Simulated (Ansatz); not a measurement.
`[SiH3]O[Si]Br` + `C=NC` → `C=NC[SiH3]` + `O[Si]Br`  (formal exchange of groups at the Si–O bond)

Program: Ansatz. Geometries: PBE0-D4/def2-TZVP. ΔE: electronic, gas phase. CBS: MP2 limit from def2 TZ/QZ plus the TZ coupled-cluster correction, frozen cores. DFT in def2-TZVPP. For Br outer-core shells are correlated without core-valence functions, which leaves a few kJ/mol of doubt a bond. Scalar relativity is left out up to krypton. Each species was taken in one conformer, which may not be the lowest.

CCSD(T)/CBS gives +1.12 eV.

Another level gave +1.14 eV. Which?
A. BHLYP/def2-TZVPP
B. revPBE/def2-TZVPP
C. CAM-B3LYP/def2-TZVPP
D. ωB97X-V/def2-TZVPP

C. CAM-B3LYP 1.14, ωB97X-V 1.09, BHLYP 1.20, revPBE 0.94 eV.

What do rigid-rotor, harmonic-oscillator terms from PBE0-D4/def2-TZVP frequencies (298.15 K, 1 bar) make of the CCSD(T)/CBS value? (Estimate.)

Ansatz gave: ΔZPE = -0.03 eV, ΔH = +1.08 eV, ΔS = -7 J/(mol·K), ΔG = +1.10 eV.

Largest T1 diagnostic among the species: 0.012.

Leaving LDA and LC-ωPBE aside and taking each functional with its dispersion term where it has one, the values, not all of them listed here, spread over 0.29 eV, from revPBE-D4 to BHLYP-D4. At CCSD(T), def2-SVP lies −0.04 eV from the extrapolated value and def2-TZVPP −0.00 eV. In def2-TZVPP, CCSD(T) changes the Hartree–Fock value by −0.20 eV (the triples alone add −0.03 eV) and MP2 by −0.19 eV.
